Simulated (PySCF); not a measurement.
C8H9N3O2, SMILES COc1nnc(-c2cccn2C)o1.

The structure is a stationary point at PBE0-D3(BJ)/def2-SVP. The structure was generated by enumeration, and PubChem lists no compound with its InChIKey, so it may never have been made. The values are those of a single conformer.

Vertical ionisation energy (IE) and electron affinity (EA) in eV. Rows of orbital energies are one-electron estimates. Where ΔSCF, EOM or ADC give a negative EA the extra electron is unbound and the value depends on the basis.

```tsv
level	IE	EA
−ε(HOMO), −ε(LUMO), PBE0/def2-SVP (PySCF)	[?]	[?]
−ε(HOMO), −ε(LUMO), PBE/def2-SVP (PySCF)	4.91	1.40
```

### Question
Complete the blanks. (Estimate from the structure and the level; the computed values follow.)

### Answer

- −ε(HOMO), −ε(LUMO), PBE0/def2-SVP (PySCF), IE: 5.93
- −ε(HOMO), −ε(LUMO), PBE0/def2-SVP (PySCF), EA: 0.63
